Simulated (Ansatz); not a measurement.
A structure relaxed at PBE0-D4/def2-TZVP, charge 0, multiplicity 1:

```json
{"atom": "C1", "x (Å)": "-1.0675", "y (Å)": "1.0281", "z (Å)": "1.4945"}
{"atom": "O2", "x (Å)": "-0.0567", "y (Å)": "0.7528", "z (Å)": "0.5489"}
{"atom": "Ge3", "x (Å)": "-0.1544", "y (Å)": "-0.7077", "z (Å)": "-0.4581"}
{"atom": "F4", "x (Å)": "-0.0293", "y (Å)": "-2.0725", "z (Å)": "0.6416"}
{"atom": "Al5", "x (Å)": "1.8906", "y (Å)": "-0.5480", "z (Å)": "-1.8831"}
{"atom": "H6", "x (Å)": "-2.0701", "y (Å)": "0.9668", "z (Å)": "1.0516"}
{"atom": "H7", "x (Å)": "-0.9184", "y (Å)": "2.0448", "z (Å)": "1.8657"}
{"atom": "H8", "x (Å)": "-1.0208", "y (Å)": "0.3370", "z (Å)": "2.3426"}
{"atom": "H9", "x (Å)": "-1.6118", "y (Å)": "-0.8280", "z (Å)": "-0.9721"}
{"atom": "H10", "x (Å)": "1.7640", "y (Å)": "0.0556", "z (Å)": "-3.3422"}
{"atom": "H11", "x (Å)": "3.2744", "y (Å)": "-1.0288", "z (Å)": "-1.2893"}
```

Problem. Give its formula and SMILES.

Solution. CH6AlFGeO, `C[O][GeH]([F])[AlH2]`.

Problem. Summarise the bond lengths by kind.

Solution. 1 × C–O 1.411 Å; 3 × C–H 1.093 to 1.098 Å; 1 × Ge–O 1.777 Å; 1 × F–Ge 1.757 Å; 1 × Al–Ge 2.498 Å; 1 × Ge–H 1.550 Å; 2 × Al–H 1.581 to 1.584 Å.

All numbers were calculated with Ansatz.
